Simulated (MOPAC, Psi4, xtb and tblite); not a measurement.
Relaxed torsion scan: SMILES [CH2](C)[GeH3] (C₂H₈Ge). Scanned: dihedral H4–C1–C2–Ge3; all other coordinates were relaxed at GFN2-xTB. Heavy atoms are numbered in the order of the SMILES C[CH2][GeH3], hydrogens after them in the order of the atoms that carry them; the mirror image has the same energies with the sign of each dihedral reversed.

Methods: PM3, restricted, heats of formation // GFN2-xTB (MOPAC); GFN2-xTB (xtb and tblite); PM7, restricted, heats of formation // GFN2-xTB (MOPAC); MP2/cc-pVTZ = DF-MP2 (frozen core)/cc-pVTZ // GFN2-xTB (Psi4).

Energies relative to the lowest point of each profile, in kcal/mol; the last columns give the difference from MP2:

```json
[
 {"φ / °": "0", "PM3": "1.47", "GFN2-xTB": "2.62", "PM7": "1.41", "MP2/cc-pVTZ": "2.98", "PM3 − MP2/cc-pVTZ": "-1.50", "GFN2-xTB − MP2/cc-pVTZ": "-0.36", "PM7 − MP2/cc-pVTZ": "-1.57"},
 {"φ / °": "10", "PM3": "1.38", "GFN2-xTB": "2.42", "PM7": "1.33", "MP2/cc-pVTZ": "2.74", "PM3 − MP2/cc-pVTZ": "-1.36", "GFN2-xTB − MP2/cc-pVTZ": "-0.32", "PM7 − MP2/cc-pVTZ": "-1.41"},
 {"φ / °": "20", "PM3": "1.11", "GFN2-xTB": "1.88", "PM7": "1.09", "MP2/cc-pVTZ": "2.12", "PM3 − MP2/cc-pVTZ": "-1.01", "GFN2-xTB − MP2/cc-pVTZ": "-0.23", "PM7 − MP2/cc-pVTZ": "-1.03"},
 {"φ / °": "30", "PM3": "0.73", "GFN2-xTB": "1.21", "PM7": "0.74", "MP2/cc-pVTZ": "1.34", "PM3 − MP2/cc-pVTZ": "-0.61", "GFN2-xTB − MP2/cc-pVTZ": "-0.13", "PM7 − MP2/cc-pVTZ": "-0.60"},
 {"φ / °": "40", "PM3": "0.37", "GFN2-xTB": "0.58", "PM7": "0.38", "MP2/cc-pVTZ": "0.64", "PM3 − MP2/cc-pVTZ": "-0.28", "GFN2-xTB − MP2/cc-pVTZ": "-0.06", "PM7 − MP2/cc-pVTZ": "-0.26"},
 {"φ / °": "50", "PM3": "0.10", "GFN2-xTB": "0.15", "PM7": "0.11", "MP2/cc-pVTZ": "0.17", "PM3 − MP2/cc-pVTZ": "-0.07", "GFN2-xTB − MP2/cc-pVTZ": "-0.02", "PM7 − MP2/cc-pVTZ": "-0.05"},
 {"φ / °": "60", "PM3": "0.00", "GFN2-xTB": "0.00", "PM7": "0.00", "MP2/cc-pVTZ": "0.00", "PM3 − MP2/cc-pVTZ": "0.00", "GFN2-xTB − MP2/cc-pVTZ": "0.00", "PM7 − MP2/cc-pVTZ": "0.00"},
 {"φ / °": "70", "PM3": "0.10", "GFN2-xTB": "0.16", "PM7": "0.09", "MP2/cc-pVTZ": "0.18", "PM3 − MP2/cc-pVTZ": "-0.08", "GFN2-xTB − MP2/cc-pVTZ": "-0.02", "PM7 − MP2/cc-pVTZ": "-0.09"},
 {"φ / °": "80", "PM3": "0.36", "GFN2-xTB": "0.60", "PM7": "0.35", "MP2/cc-pVTZ": "0.66", "PM3 − MP2/cc-pVTZ": "-0.30", "GFN2-xTB − MP2/cc-pVTZ": "-0.06", "PM7 − MP2/cc-pVTZ": "-0.31"},
 {"φ / °": "90", "PM3": "0.73", "GFN2-xTB": "1.23", "PM7": "0.71", "MP2/cc-pVTZ": "1.37", "PM3 − MP2/cc-pVTZ": "-0.63", "GFN2-xTB − MP2/cc-pVTZ": "-0.13", "PM7 − MP2/cc-pVTZ": "-0.66"},
 {"φ / °": "100", "PM3": "1.11", "GFN2-xTB": "1.90", "PM7": "1.06", "MP2/cc-pVTZ": "2.13", "PM3 − MP2/cc-pVTZ": "-1.02", "GFN2-xTB − MP2/cc-pVTZ": "-0.23", "PM7 − MP2/cc-pVTZ": "-1.07"},
 {"φ / °": "110", "PM3": "1.38", "GFN2-xTB": "2.42", "PM7": "1.31", "MP2/cc-pVTZ": "2.74", "PM3 − MP2/cc-pVTZ": "-1.36", "GFN2-xTB − MP2/cc-pVTZ": "-0.32", "PM7 − MP2/cc-pVTZ": "-1.43"}
]
```

PM3 is furthest from MP2/cc-pVTZ at 0 (-1.50 kcal/mol, below); its mean absolute difference over the points is 0.68 kcal/mol.

GFN2-xTB is furthest from MP2/cc-pVTZ at 0 (-0.36 kcal/mol, below); its mean absolute difference over the points is 0.16 kcal/mol.

PM7 is furthest from MP2/cc-pVTZ at 0 (-1.57 kcal/mol, below); its mean absolute difference over the points is 0.71 kcal/mol.
